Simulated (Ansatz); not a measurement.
ClH₂O₃Si (`[O][Si](O)(O)Cl`) radical, relaxed with UKS PBE-D4/def2-SVP in the Gaussian-basis code of Ansatz from a rough embedded geometry. The force threshold is 0.03 eV/Å; the program also tests the step.

The species carries charge 0 and has multiplicity 2.

Start:

```xyz
7

O     0.444   -1.193   -1.295
Si    0.020    0.112   -0.270
O    -1.659    0.104   -0.091
O     0.735   -0.100    1.322
Cl    0.624    1.948   -1.062
H    -1.889   -0.771    0.314
H     1.724   -0.101    1.082
```

| step | energy (eV) | largest force (eV/Å) | largest move (Å) |
| --- | --- | --- | --- |
| 1 | -26549.5753 | 2.787 | 0.000 |
| 2 | -26549.7607 | 1.743 | 0.079 |
| 3 | -26549.8840 | 0.579 | 0.101 |
| 4 (rejected) | -26549.8572 | 0.488 | 0.151 |
| 5 | -26549.9058 | 0.387 | 0.074 |
| 6 | -26549.9078 | 0.193 | 0.034 |
| 7 | -26549.9101 | 0.081 | 0.021 |
| 8 | -26549.9104 | 0.025 | 0.006 |

End:

```xyz
7

O     0.506   -1.205   -1.193
Si    0.008    0.075   -0.265
O    -1.620    0.158    0.018
O     0.829   -0.224    1.164
Cl    0.534    1.904   -1.052
H    -2.035   -0.711    0.173
H     1.778    0.003    1.155
```

Run time 22 s (2 threads of an AMD EPYC 7R13 on a shared host); peak host memory 0.25 GiB.
